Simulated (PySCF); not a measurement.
**Löwdin shares of the frontier orbitals**

Compound: InEt2(iPr), C7H17In.
Cartesian coordinates in Å at the PBE0-D3(BJ)/def2-SVP level; atoms count from 1:
```xyz
25
C7H17In angstrom
In     0.163   -0.006   -0.147
C      2.351    0.058   -0.305
C      3.022    0.418    1.019
H      2.608    0.802   -1.077
H      2.712   -0.917   -0.670
H      4.122    0.462    0.929
H      2.698    1.404    1.393
H      2.801   -0.314    1.813
C     -0.930    1.894   -0.194
C     -0.059    3.127   -0.399
H     -1.502    1.964    0.748
H     -1.692    1.810   -0.989
H     -0.649    4.060   -0.420
H      0.689    3.240    0.402
H      0.502    3.083   -1.347
C     -0.970   -1.886    0.061
C     -1.478   -2.331   -1.308
C     -2.108   -1.747    1.064
H     -0.255   -2.641    0.429
H     -0.660   -2.509   -2.026
H     -2.158   -1.588   -1.760
H     -2.052   -3.275   -1.237
H     -2.684   -2.689    1.155
H     -1.753   -1.489    2.075
H     -2.827   -0.966    0.763
```

Computed, not measured: TDDFT CAM-B3LYP/def2-SVPD, vertical, gas phase, core orbitals frozen in the response, def2 core potentials past Kr (PySCF). Spin–orbit coupling is left out.

Frontier orbitals with the atoms that hold most of them (Löwdin shares over 4%, at most four atoms; ? is withheld):

```
orbital  ε (eV)                            atoms
 HOMO-3  -10.78  C9 12%, C10 11%, C16 10%, C2 7%
 HOMO-2  -10.56  C16 16%, H19 9%, In1 9%, C18 8%
 HOMO-1   -7.72   C2 26%, C9 24%, In1 17%, C3 6%
   HOMO   -7.48                                ?
   LUMO   -0.16                                ?
 LUMO+1    0.35                          In1 56%
 LUMO+2    1.52  In1 16%, C18 10%, C3 7%, H25 6%
```

(1) Which atoms hold the HOMO, and with what shares?

(2) Which atoms hold the LUMO, and with what shares?

(3) How does S1 compare with the orbital gap of 7.32 eV?

(4) One configuration dominates each of S1, S2, S3 and S4. Which, and how do the shares of the two leading atoms of either orbital change from the occupied to the empty one?

## Answers

(1) C16 (bonded to 2 C, In and H) 32%; In1 (bonded to 3 C) 17%; C9 (bonded to C, In and 2 H) 9%; C2 (bonded to C, In and 2 H) 7%. By element: carbon 48% or more, indium 17%.

(2) In1 (bonded to 3 C) 55%; C9 (bonded to C, In and 2 H) 7%; C2 (bonded to C, In and 2 H) 6%; C16 (bonded to 2 C, In and H) 5%. By element: indium 55%, carbon 18% or more.

(3) S1 is at 4.06 eV (f = 0.0007), 3.26 eV below the gap, made of HOMO→LUMO (98%). Without the coupling terms of the response equations the lowest excitation would equal the gap.

(4) 
- S1 (4.06 eV, f 0.0007), HOMO→LUMO (98%): C16 32% → 5%, In1 17% → 55%, C9 9% → 7%
- S2 (4.23 eV, f 0.0005), HOMO-1→LUMO (98%): C2 26% → 6%, C9 24% → 7%, In1 17% → 55%
- S3 (5.36 eV, f 0.086), HOMO→LUMO+1 (91%): C16 32% → at most 4%, In1 17% → 56%
- S4 (5.53 eV, f 0.099), HOMO-1→LUMO+1 (91%): C2 26% → at most 4%, C9 24% → at most 4%, In1 17% → 56%

Löwdin shares depend on the basis, the more so with diffuse functions.

The run took 5.7 min of wall time (grids of density and orbitals included) on one thread, AMD EPYC (x86_64), no GPU (shared host), and the process peaked at 1.9 GiB of memory.

One conformer stands for the species.
